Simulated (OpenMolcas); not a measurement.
An OpenMolcas run meant for Ca I (ANO-RCC-VQZP, DKH3; inactive shells 1s 2s 2p 3s 3p; intended active space 2 electrons in 4 orbitals (4s 4p)). One step of its input:

```
&CASPT2
Multistate=3 1 2 3
Frozen=2 3
IPEA=1.5
Imaginary=0.1
MaxIter=60
WThr=0.0 0.3 0.05
PrWF=0.5
NoMix
```

The run finished. Its levels beside those of a sound run (SS-CASPT2, IPEA 0.25 Eh, imaginary shift 0.1 Eh (closed shells correlated: 3s 3p)), in cm⁻¹ above each run's lowest level:

| Level | This run | Usual run |
| --- | --- | --- |
| 4s² ¹S₀ | 0.0 | 0.0 |
| 4s 4p ³P°₀ | 15240 | 14841 |
| 4s 4p ³P°₁ | 15278 | 14878 |
| 4s 4p ³P°₂ | 15353 | 14954 |
| 4s 4p ¹P°₁ | 28415 | 26584 |
| 4p² ³P₀ | 40826 | 40437 |
| 4p² ³P₁ | 40861 | 40472 |
| 4p² ³P₂ | 40930 | 40538 |
| 4p² ¹D₂ | 44191 | 41133 |

**Question.** Which setting is unsound, and how much does it matter here?

**Answer.** The IPEA shift is far above its usual 0.25 hartree. Against the sound run the excited levels shown move by 910 cm-1 on average and by 3100 cm-1 at most.

Term energies are means over components that CASPT2 splits; among the terms shown or strongly mixed into the levels shown the widest spread is 24 cm-1 (4p² ¹D, this run). The ¹D term of p² mixes with s d, which this space lacks. Levels of configurations outside the active space are missing.

° marks odd parity.
